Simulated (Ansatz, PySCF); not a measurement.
This Ansatz (a first-principles code) input computes a B3LYP/def2-TZVPD energy:

Ansatz 0.2 input:
```yaml
crystal:
  periodic: [false, false, false]
  atoms:
    - {symbol: Pb, position_ang: [0.02234031, 0.02121021, 0.02109432]}
    - {symbol: H, position_ang: [0.64612188, -1.25899188, -1.22459090]}
    - {symbol: H, position_ang: [-1.22547334, 0.71060977, -1.22286783]}
    - {symbol: H, position_ang: [-1.25255404, -1.19085544, 0.71772460]}
basis:
  gaussian:
    orbitals: def2-TZVPD
hamiltonian:
  xc: {name: B3LYP}
total_charge: -1
output: {forces: true}
```

### Question
Write an input for the same energy in PySCF and say what it gives.

### Answer

```python
from pyscf import gto, scf, dft

mol = gto.M(
    atom='''
    Pb    0.02234031    0.02121021    0.02109432
    H     0.64612188   -1.25899188   -1.22459090
    H    -1.22547334    0.71060977   -1.22286783
    H    -1.25255404   -1.19085544    0.71772460
    ''',
    basis='def2-tzvpd',
    ecp='def2-tzvp',
    charge=-1,
    spin=0,
    verbose=4,
)

mf = dft.RKS(mol, xc='b3lyp').density_fit(auxbasis='def2-universal-jkfit')
mf.grids.level = 3
mf.conv_tol = 1e-9
mf.max_cycle = 100
mf.max_memory = 1500
mf.kernel()
if not mf.converged:
    mf = mf.newton()
    mf.kernel(mf.make_rdm1())
mf.analyze()
```
It gives -194.74653 Eh, and Ansatz -194.74650 Eh, a difference of 0.03 mEh, from the treatment of integrals and grids.

Whether it binds its extra electron was not tested at this geometry.
